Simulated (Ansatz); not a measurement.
Mulliken charges of `O=C[Se]CO` from r2SCAN/def2-TZVPP in Ansatz (PBE0-D4/def2-TZVP geometry).

```tsv
atom	x (Å)	y (Å)	z (Å)	charge (e)
O1	-1.313	-1.174	1.136	-0.277
C2	-1.773	-0.444	0.314	0.127
Se3	-0.793	0.891	-0.662	-0.014
C4	0.977	0.439	0.077	0.029
O5	1.656	-0.544	-0.624	-0.315
H6	-2.841	-0.444	0.028	0.060
H7	1.516	1.388	0.134	0.087
H8	0.775	0.055	1.076	0.102
H9	1.885	-0.214	-1.497	0.201
```

**Question.** By hand: the dipole of these point charges (1 e Å = 4.8032 D).

**Answer.** Σ q r = (0.076, 0.497, -0.245) e Å, of length 0.559 e Å = 2.68 D.

**Question.** How does the dipole of the full density compare? (An estimate is asked.)

**Answer.** Computed: (0.081, 0.398, -0.312) e Å, 2.46 D; the point charges give 1.09 times that, at 12° from its direction.

Point charges leave out the atoms' own dipoles, such as those of lone pairs, and Mulliken's split depends on the basis, so the close match here is no proof of good charges.
